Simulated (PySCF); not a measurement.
## Structure from 2D NMR

Compound of formula C3H12O2Si3. Correlations simulated from computed shifts and the bond graph:

HSQC (one-bond C–H):
```
   δH    δC
 0.75   3.4
 0.42   3.4
-0.10  -2.1
```

COSY cross peaks (H two or three bonds apart, from the bond graph; peaks can be absent where the dihedral angle is near 90°):
```
  δH     δH
4.60  -0.10
0.75   0.42
0.75  -0.10
0.42  -0.10
```

HMBC (two and three bonds, from the bond graph):
```
   δH         δC
 4.60  3.4, -2.1
 0.75  3.4, -2.1
 0.42  3.4, -2.1
-0.10        3.4
```

Computed data (PySCF): geometry from PBE0-D3(BJ)/def2-SVP, CAM-B3LYP/pcSseg-1 with gauge-including orbitals. No relativistic terms, one computed conformer, no solvent model, equivalent nuclei averaged.

Shifts are taken against calculated references (same method and geometry level): TMS for 1H and 13C.

Exchangeable hydrogens are left out of these lists.

Which molecule is this?

Results:

`[SiH3]O[SiH2]O[SiH2]C1CC1`.

Atom-mapped SMILES (the numbers label the heavy atoms): `[SiH3:1][O:2][SiH2:3][O:4][SiH2:5][CH:6]1[CH2:7][CH2:8]1`. Each H is labelled by its parent atom. Ha(C7), Ha(C8) are cis to Si5 on the ring; Hb(C7), Hb(C8) are trans to Si5 on the ring.

δC 3.4 is C7/C8, a three-membered-ring carbon (δH 0.42, 0.75). δC -2.1 is C6, a three-membered-ring carbon (δH -0.10). COSY links 4.60–-0.10, 0.75–0.42, 0.75–-0.10, 0.42–-0.10.

The data come from this structure; uniqueness wasn't tested.

Shifts are as computed, not scaled to solution data. Of 1211 compounds with measured shifts, 218 miss one by over three times the rms of a fit or turn the order of signals round; such compounds aren't used in these exercises.
